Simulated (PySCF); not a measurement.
# I+ (iodine, charge +1) across methods

[Kr] 4d10 5s2 5p4, high-spin 3P determinant. All numbers are calculated (PySCF 2.14, a scalar-relativistic core potential, in aug-cc-pVDZ-PP with ECP28MDF).

```csv
method,E (hartree),mean ε 5s β (eV),mean ε 5p α (eV),mean ε 5p β (eV),Σ⟨r²⟩ (bohr²),⟨S²⟩
revPBE,-295.3364,-25.298,-15.941,-14.395,48.74,2.002
UHF,-294.30127,-29.701,-20.448,-18.227,49.31,2.007
PBE,-295.2758,-25.432,-15.971,-14.443,48.78,2.001
M06,-295.3512,-26.833,-17.025,-15.422,49.02,2.001
PBE0,-295.3017,-26.814,-17.309,-15.645,48.74,2.002
B3LYP,-295.3827,-26.725,-16.937,-15.458,48.84,2.001
r2SCAN,-295.4079,-25.575,-16.437,-14.741,48.66,2.003
TPSSh,-295.1968,-25.969,-16.607,-15.014,48.74,2.002
LDA,-294.8593,-25.883,-16.063,-14.614,48.75,2.001
```

Energies and moments cover only the electrons outside the core potential.
